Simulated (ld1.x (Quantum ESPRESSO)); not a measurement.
# What one change does to a pseudopotential (platinum (Pt), TM)

platinum (Pt), norm-conserving Troullier–Martins (Kleinman–Bylander form), made with ld1.x (Quantum ESPRESSO) 7.5 (PBE, scalar-relativistic). Core [Xe] 4f14, reference 5d9 6s0.5 6p0.5. Waves: 6s (bound): rc 2.15 bohr; 6p (bound): rc 2.95 bohr; 5d (bound): rc 1.30 bohr; 5f channel at 0.05 Ry: rc 2.85 bohr. Local part: all-electron potential smoothed inside 2.25 bohr (lloc = -2). Core correction: none.

All-electron outer shells of the reference configuration (PBE, scalar-relativistic, ld1.x):

| shell | level (eV) | outermost node (bohr) | outermost maximum (bohr) |
| --- | --- | --- | --- |
| 4f | -71.15 | – | 0.38 |
| 5p | -57.12 | 0.53 | 0.98 |
| 5d | -7.20 | 0.57 | 1.26 |
| 6s | -6.46 | 1.14 | 2.35 |
| 6p | -1.40 | 1.36 | 3.55 |

Change: all radii scaled by about 1.39 (s 2.98, p 4.10, d 1.80, f 3.96 bohr); local potential all-electron potential smoothed inside 3.12 bohr (lloc = -2).

Cutoffs: the cutoffs (Ry, on a coarse ladder) from which the occupation-weighted sum of valence levels, in a spherical-Bessel basis at the reference potential, stays within 10 and 1 mRy of its value at 400 Ry; they do not see the model core or the augmentation charge, which bear on the density cutoff. Errors are all-electron minus pseudo energies relative to the spin-unpolarised reference configuration.

Q: What does the change do?

A: The potential gets softer (50 Ry and 80 Ry → 40 Ry and 50 Ry); of the 7 tests that both files solve, the error grows in 5 and shrinks in 1 by more than 15 % and 0.3 meV (median size 8.7 → 23.2 meV); neither file shows a bound ghost. A larger radius leaves more room for a smooth pseudo-wave, so fewer plane waves are needed.

```tsv
quantity	base	changed
cutoff, loose	50 Ry	40 Ry
cutoff, tight	80 Ry	50 Ry
loose cutoff by channel (10 mRy a level)	s 8 Ry, p 6 Ry, d 35 Ry	s 6 Ry, p 6 Ry, d 35 Ry
bound ghosts	none	none
error for 5d9 6s1 6p0, meV [ΔE -2.46 eV]	+1.6	+2.1
error for 5d9 6s0 6p0, meV [ΔE 6.73 eV]	-0.3	-2.1
error for 5d8 6s0 6p0, meV [ΔE 26.70 eV]	+2.9	-95
error for 5d8 6s2 6p0, meV [ΔE -1.46 eV]	-39	-23
error for 5d8 6s1 6p1, meV [ΔE 4.11 eV]	-43	-48
error for 5d9.5 6s0.5 6p0, meV [ΔE -2.58 eV]	-8.7	-14
error for 5d7 6s0 6p0, meV [ΔE 58.92 eV]	-98	-422
```
